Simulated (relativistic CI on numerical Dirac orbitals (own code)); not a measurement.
Computed by Dirac-Coulomb-Breit CI, orbitals from a KLI potential per configuration, a model potential for QED, unscaled Slater integrals (own radial code, finite nucleus).

The strongest absorption lines from the ground level of an ion, among the configurations computed and to levels below about 7680 eV (vacuum wavelength in Å, gf): 1.6224 (0.12), 1.6330 (0.061), 2.0063 (0.0011), 2.1328 (0.37), 2.1502 (0.058), 2.1801 (0.26), 21.798 (0.17), 94.509 (0.009).

Problem. Which ion is it?
A. Cs53+
B. Cs51+
C. Pr55+
D. Ag43+

Solution. B. Cs51+ has 4 electrons and the ground level 2s² ¹S0; the strongest line goes to 2s3p ¹P°1. The pattern of lines fixes the number of electrons, and along that sequence the line energies rise steadily with the charge (about as its square where n changes within one kind of shell, about linearly where n is kept but much faster in heavy ions where fine structure, which grows about as Z⁴, sets the gap, and irregularly where shells cross), which fixes Z. Configurations outside the model, such as inner-shell arrays, can give stronger lines. At this charge energies of transitions that change n are usually good to better than 1 %, and those within a shell (Δn = 0) to a few per cent.

LS names give the leading component of a level, which can be under half, so a name can repeat, a term be missing and a line seem to break the LS rules.
